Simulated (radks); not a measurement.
Question: Coherent X-ray form factor from a spherical all-electron density. All-electron calculation, scalar-relativistic Kohn-Sham, Slater X-alpha with alpha = 0.898, spin-polarised, spherical densities, point nucleus. Program: a radial shooting solver on a logarithmic mesh with Libxc functionals.

| sin(theta)/lambda (1/angstrom) | f0 (electrons) |
|---|---|
| 0.05 | 2.964 |
| 0.1 | 2.862 |
| 0.15 | 2.710 |
| 0.2 | 2.532 |
| 0.25 | 2.348 |
| 0.3 | 2.175 |
| 0.4 | 1.893 |
| 0.5 | 1.698 |
| 0.6 | 1.559 |
| 0.8 | 1.337 |
| 1 | 1.125 |
| 1.25 | 0.876 |
| 1.5 | 0.667 |
| 2 | 0.380 |

The species is in the configuration that NIST lists as its ground one. Which atom or ion scatters so?

Answer: The carbon ion C3+, [He] 2s1. Extrapolating in s^2 from the first two rows gives f0(0) = 3.0, near the electron count 3; among species with that count, the fall with angle is slower the higher Z, and the table is that of Z = 6; from so few rows the species is fixed only to a neighbour or two.
